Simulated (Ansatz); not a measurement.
Total energies of C2H6FNZn, SMILES `C[N](C)[Zn][F]`.

```xyz
11

C     0.525   -1.221   -0.014
N    -0.114    0.051    0.191
C    -0.280    0.794   -1.029
Zn   -0.442    0.738    1.815
F    -0.806    1.388    3.393
H     1.533   -1.117   -0.447
H    -0.056   -1.853   -0.703
H     0.628   -1.775    0.922
H     0.683    1.011   -1.519
H    -0.780    1.749   -0.854
H    -0.891    0.235   -1.755
```

Charge 0, multiplicity 1. For Zn the d shell is correlated and the shells below it are frozen. Scalar relativity is left out up to krypton. Geometry: relaxed with PBE0-D4/def2-TZVP. It is one conformer, not always the lowest. Basis def2-TZVPP, the Gaussian-basis code of Ansatz.

RPA on PBE orbitals: Hartree–Fock energy of these orbitals -2010.94201 Eh, correlation -1.94074 Eh (frozen core).

| functional | energy without D4 (Eh) | D4 term (kJ/mol) |
| --- | --- | --- |
| revPBE | -2013.73411 | -63.5 |
| PBE-QIDH | -2013.14952 | – |

(1) Give the same for LDA (SPW92), PBE, BLYP, r2SCAN, B97M-V, PBE0, B3LYP, r2SCANh, r2SCAN0, HSE06 (plane-wave form), BHLYP, CAM-B3LYP, LC-ωPBE, ωB97X-V, ωB97M-V, B2PLYP. (An estimate is asked.)

B3LYP takes the VWN-RPA correlation (the form of Gaussian; ORCA's B3LYP/G). HSE06 is the plane-wave form, built on full-range PBE exchange. The double hybrids freeze the cores in their second-order part.

Answers

(1) Computed: 
| functional | energy without D4 (Eh) | D4 term (kJ/mol) |
| --- | --- | --- |
| LDA (SPW92) | -2009.20551 | – |
| PBE | -2013.39219 | -19.0 |
| BLYP | -2013.94820 | -42.5 |
| r2SCAN | -2013.79595 | -4.8 |
| B97M-V | -2013.52894 | – |
| PBE0 | -2013.42363 | -16.0 |
| B3LYP | -2013.98929 | -30.5 |
| r2SCANh | -2013.76773 | -5.0 |
| r2SCAN0 | -2013.72771 | -5.5 |
| HSE06 (plane-wave form) | -2013.41027 | -14.8 |
| BHLYP | -2013.76659 | -22.1 |
| CAM-B3LYP | -2013.95433 | -16.0 |
| LC-ωPBE | -2013.57049 | – |
| ωB97X-V | -2013.68993 | – |
| ωB97M-V | -2013.74122 | – |
| B2PLYP | -2013.48184 | – |

LC-ωPBE has ω = 0.4 bohr⁻¹.
